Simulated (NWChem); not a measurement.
Molecule: HSeCl; SMILES Cl[SeH]

All runs: NWChem. Pople sets run with spherical d functions. This build's default masses of Se (78.918 u) and Br (79.917 u) are each other's, which moves their modes by up to 0.6 %. Each level has its own optimisation; frequencies are unscaled.

```csv
level,r H–Se (Å),r Cl–Se (Å),highest harmonic frequency (cm⁻¹),lowest (cm⁻¹),zero-point energy (kcal/mol),dipole (D)
Hartree-Fock/6-31G*,1.457,2.171,2611,450,5.6,1.95
Hartree-Fock/3-21G,1.471,2.331,2341,390,5.1,2.96
BLYP/def2-SVP,1.495,2.241,2291,373,4.9,1.51
PBE0/def2-SVP,1.474,2.184,2440,419,5.2,1.60
```
